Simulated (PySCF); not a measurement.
**Fractional electron number in Eu (europium, neutral)**

The 6s beta orbital of [Xe] 4f7 6s2 is emptied in steps (occupation f), with all orbitals relaxed, ending at [Xe] 4f7 6s1. All numbers are calculated (PySCF 2.14, a scalar-relativistic core potential, in def2-TZVP with the def2 core potential (28 electrons) (10s7p5d4f1g, 93 functions)). The exact energy is a straight line in f; departures are measured from the line between the end points of the same method.

```tsv
f	UHF (eV)	LDA (eV)	PBE (eV)
1	0.000	0.000	0.000
0.9	0.015	-0.203	-0.197
0.7	0.032	-0.476	-0.462
0.5	0.035	-0.569	-0.554
0.3	0.028	-0.478	-0.467
0.1	0.011	-0.205	-0.197
0	0.000	0.000	0.000
```

```csv
method,E(f=0) − E(f=1) (eV),−ε at f=1 (eV),−ε at f=0.5 (eV)
UHF,4.642,4.810,4.630
LDA,5.841,3.591,5.835
PBE,5.630,3.452,5.613
```

Orbital energy along the path (eV):

```json
{"f": "1", "UHF": "-4.810", "LDA": "-3.591", "PBE": "-3.452"}
{"f": "0.9", "UHF": "-4.766", "LDA": "-4.030", "PBE": "-3.874"}
{"f": "0.7", "UHF": "-4.691", "LDA": "-4.925", "PBE": "-4.733"}
{"f": "0.5", "UHF": "-4.630", "LDA": "-5.835", "PBE": "-5.613"}
{"f": "0.3", "UHF": "-4.581", "LDA": "-6.749", "PBE": "-6.520"}
{"f": "0.1", "UHF": "-4.540", "LDA": "-7.664", "PBE": "-7.437"}
{"f": "0", "UHF": "-4.522", "LDA": "-8.114", "PBE": "-7.608"}
```

Reference removal energy between the ground levels: 5.670 eV (measured; NIST Atomic Spectra Database, ionization energies). UHF lacks correlation.
